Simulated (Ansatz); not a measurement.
Total energies of `[SiH3][Ga]1[O]C[O]1`.

```csv
atom,x (Å),y (Å),z (Å)
Si1,-1.196,1.771,1.042
Ga2,-0.004,0.000,-0.001
O3,0.694,-1.647,0.340
C4,1.145,-1.698,-0.999
O5,0.737,-0.481,-1.593
H6,-1.958,2.516,0.009
H7,-2.124,1.201,2.050
H8,-0.225,2.677,1.705
H9,2.240,-1.789,-1.030
H10,0.690,-2.550,-1.523
```

Charge 0, multiplicity 1. Correlated methods include outer-core shells of Ga, which these sets cover unevenly. Scalar relativity is left out up to krypton. All single points use the PBE0-D4/def2-TZVP geometry. Basis def2-TZVPP, Ansatz.

RPA on PBE orbitals: Hartree–Fock energy of these orbitals -2402.70017 Eh, correlation -1.57679 Eh (frozen core).

```json
{"functional": "LDA (SPW92)", "energy without D4 (Eh)": "-2400.38688", "D4 term (kJ/mol)": "–"}
{"functional": "PBE", "energy without D4 (Eh)": "-2405.36796", "D4 term (kJ/mol)": "-20.7"}
{"functional": "revPBE", "energy without D4 (Eh)": "-2405.75832", "D4 term (kJ/mol)": "-59.9"}
{"functional": "BLYP", "energy without D4 (Eh)": "-2406.04400", "D4 term (kJ/mol)": "-45.1"}
{"functional": "r2SCAN", "energy without D4 (Eh)": "-2405.88674", "D4 term (kJ/mol)": "-4.9"}
{"functional": "B97M-V", "energy without D4 (Eh)": "-2405.52876", "D4 term (kJ/mol)": "–"}
{"functional": "PBE0", "energy without D4 (Eh)": "-2405.43429", "D4 term (kJ/mol)": "-17.6"}
{"functional": "B3LYP", "energy without D4 (Eh)": "-2406.09154", "D4 term (kJ/mol)": "-33.7"}
{"functional": "r2SCANh", "energy without D4 (Eh)": "-2405.86101", "D4 term (kJ/mol)": "-5.3"}
{"functional": "r2SCAN0", "energy without D4 (Eh)": "-2405.82465", "D4 term (kJ/mol)": "-5.9"}
{"functional": "HSE06 (plane-wave form)", "energy without D4 (Eh)": "-2405.41835", "D4 term (kJ/mol)": "-16.5"}
{"functional": "BHLYP", "energy without D4 (Eh)": "-2405.88890", "D4 term (kJ/mol)": "-28.3"}
{"functional": "CAM-B3LYP", "energy without D4 (Eh)": "-2406.07270", "D4 term (kJ/mol)": "-18.1"}
{"functional": "LC-ωPBE", "energy without D4 (Eh)": "-2405.56158", "D4 term (kJ/mol)": "–"}
{"functional": "ωB97X-V", "energy without D4 (Eh)": "-2405.73353", "D4 term (kJ/mol)": "–"}
{"functional": "ωB97M-V", "energy without D4 (Eh)": "-2405.82613", "D4 term (kJ/mol)": "–"}
{"functional": "B2PLYP", "energy without D4 (Eh)": "-2405.40146", "D4 term (kJ/mol)": "–"}
{"functional": "PBE-QIDH", "energy without D4 (Eh)": "-2404.98526", "D4 term (kJ/mol)": "–"}
```

B3LYP takes the VWN-RPA correlation (the form of Gaussian; ORCA's B3LYP/G). HSE06 is the plane-wave form, built on full-range PBE exchange. The double hybrids freeze the cores in their second-order part.

LC-ωPBE has ω = 0.4 bohr⁻¹.
